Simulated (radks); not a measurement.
Values are calculated unless marked as measured or tabulated.
Question: Sn IV, 47 electrons, occupied as [Kr] 4d10 5s1. Level of theory: Dirac Kohn-Sham, LDA (Slater exchange, Perdew-Wang correlation), spin-unpolarised, spherical densities, finite nucleus; Fermi nuclear charge, rms radius 4.6519 fm (a radial shooting solver on a logarithmic mesh with Libxc functionals). Some entries of the table are withheld. Estimate them.

orbital,occ.,eigenvalue (hartree),<1/r> (bohr^-1),r(max) (bohr)
1s1/2,2,-1065.341,53.03,0.01879
2s1/2,2,-161.7473,(1),0.1063
2p1/2,2,-151.2488,(2),(3)
2p3/2,4,-142.7849,(4),(5)
3s1/2,2,-32.07897,4.344,0.3081
3p1/2,2,-27.80594,4.256,0.2943
3p3/2,4,-26.26067,4.049,0.3046
3d3/2,4,-18.67603,3.897,0.2491
3d5/2,6,-18.35669,3.844,0.2520
4s1/2,2,-5.99860,1.711,0.7452
4p1/2,2,(6),1.595,0.7708
4p3/2,4,(7),1.527,0.7958
4d3/2,4,-2.05457,1.242,0.8797
4d5/2,6,-2.01520,1.225,0.8894
5s1/2,1,-1.33935,0.6161,1.890

Answer: 
(1) 2s1/2 <1/r> (bohr^-1): 12.30
(2) 2p1/2 <1/r> (bohr^-1): 12.29
(3) 2p1/2 r(max) (bohr): 0.08180
(4) 2p3/2 <1/r> (bohr^-1): 11.44
(5) 2p3/2 r(max) (bohr): 0.08633
(6) 4p1/2 eigenvalue (hartree): -4.57389
(7) 4p3/2 eigenvalue (hartree): -4.29209
